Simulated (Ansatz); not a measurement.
`CO[SiH2][Si](O)(O)F` → `O[Si](O)(F)[SiH3]` + `C=O`  (β-hydride elimination)

Computed with Ansatz on PBE0-D4/def2-TZVP structures; ΔE is electronic, products minus reactants. CCSD(T)/CBS adds triple-zeta CCSD(T) − MP2 to the extrapolated MP2 energy (def2 sets, frozen cores). This one scheme is used for every species. DFT in def2-TZVPP. Each species was taken in one conformer, which may not be the lowest.

`CO[SiH2][Si](O)(O)F`:

```xyz
14

C     2.122   -1.620   -0.423
O     0.886   -0.942   -0.433
Si    0.463    0.141    0.738
Si   -1.675    0.831    0.105
O    -1.787    1.256   -1.470
O    -2.103    2.121    0.996
F    -2.691   -0.381    0.352
H     2.158   -2.283   -1.289
H     2.962   -0.918   -0.486
H     2.238   -2.224    0.484
H     0.493   -0.499    2.086
H     1.425    1.282    0.769
H    -1.658    0.569   -2.127
H    -2.833    2.666    0.698
```

`O[Si](O)(F)[SiH3]`:

```xyz
10

O     1.279    0.690   -1.286
Si    0.009   -0.156   -0.694
O     0.356   -1.737   -0.842
F    -1.265    0.237   -1.582
Si   -0.502    0.273    1.541
H     1.125    1.588   -1.582
H     0.828   -2.029   -1.625
H    -0.823    1.718    1.698
H    -1.674   -0.531    1.973
H     0.666   -0.054    2.399
```

`C=O`:

Z-matrix (Å, degrees):
```
C
O 1 1.195
H 1 1.109 2 122.0
H 1 1.109 2 122.0 3 -180.0
```

CCSD(T)/CBS gives +187.2 kJ/mol.

Another level gave +170.2 kJ/mol. Which?
A. HF/def2-TZVPP
B. PBE0-D4/def2-TZVPP
C. r2SCAN/def2-TZVPP
D. B2PLYP/def2-TZVPP

A. HF/def2-TZVPP 170.2, PBE0-D4 191.9, r2SCAN 187.4, B2PLYP 176.8 kJ/mol.

Largest T1 diagnostic among the species: 0.015.

From PBE to PBE0 (25 % exact exchange), in def2-TZVPP and without D4, ΔE moves by +15.7 kJ/mol. The D4 term adds +12.7 kJ/mol with B3LYP and +7.1 kJ/mol with PBE0; it sums over pairs of atoms, weighted by their polarisabilities, and B3LYP, whose exchange is more repulsive, gets the larger term.

B3LYP here is the variant with VWN-RPA as its local correlation; programs differ in this.
